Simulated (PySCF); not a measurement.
# How methods differ on the excitation energy of Re+

Re+ [Xe] 4f14 5d5 6s1 (7S) → Re+ [Xe] 4f14 5d5 6p1 (7P), as a difference of total energies. Computed with PySCF 2.14 in x2c-TZVPPall with one added diffuse shell each of s, p, d, f type (12s8p8d4f1g, 113 functions), with scalar relativity by spin-free X2C-1e. Correlated levels: valence: [Xe] 4f14 frozen. The calculations carry no spin-orbit coupling.

```
           method  excitation energy (eV)
              UHF                   5.667
              LDA                   6.077
              PBE                   5.981
             PBE0                   5.945
           r2SCAN                   6.239
    MP2 (valence)                   5.858
SCS-MP2 (valence)                   5.730
```

Task: How much does correlation contribute at MP2 (valence)?

Result: 5.858 − (5.667) = 0.191 eV, measured against UHF.

A first-order spin-orbit estimate (lowest level to lowest level, LS coupling) adds -0.350 eV.
